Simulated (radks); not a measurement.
Results of a calculation; reference values are marked as such.
The terbium anion Tb- inside a hard spherical wall (all orbitals vanish at R), configuration held at [Xe] 4f10 6s2 and not refilled when levels cross. Code: a radial shooting solver on a logarithmic mesh with Libxc functionals. Model: scalar-relativistic Kohn-Sham, PBE, spin-polarised, spherical densities, point nucleus; open shells are filled with parallel spins first (spin-orbit coupling, left out, can overturn this in heavy ions). Eigenvalues in eV for spin up, with the zero of energy where the potential of the charges vanishes at infinity; a dash marks a level that is unbound or too diffuse for the functional's potential to be trusted. A positive occupied level is held by the wall or, in an anion where self-interaction has pushed it up, behind a barrier. The pressure on the wall is -dE/dV.

| R (bohr) | E (hartree) | kinetic (hartree) | e(5s) | e(5p) | e(6s) | e(4f) | e(6p, empty) | e(5d, empty) | pressure (GPa) |
|---|---|---|---|---|---|---|---|---|---|
| 12 | -11708.9983 | 12603.643 | -42.689 | -20.020 | 0.325 | 1.721 | - | - | 0.195 |
| 7 | -11708.8403 | 12603.900 | -36.798 | -14.451 | 3.950 | 8.011 | 7.178 | 7.180 | 4.11 |
| 5 | -11708.4401 | 12605.025 | -31.839 | -9.843 | 10.540 | 13.347 | 16.688 | 12.492 | 39.6 |
| 4 | -11707.6661 | 12607.556 | -26.815 | -5.157 | 21.122 | 19.080 | 31.091 | 18.915 | 196 |
| 3.5 | -11706.6952 | 12610.907 | -22.297 | -0.725 | 32.786 | 24.490 | 45.998 | 25.146 | 524 |
| 3 | -11704.5827 | 12618.182 | -14.695 | 7.250 | 55.187 | 33.819 | 73.091 | 36.268 | 1630 |
| 2.5 | -11699.3983 | 12635.275 | -0.197 | 23.559 | 102.18 | 51.087 | 126.99 | 58.479 | 6090 |
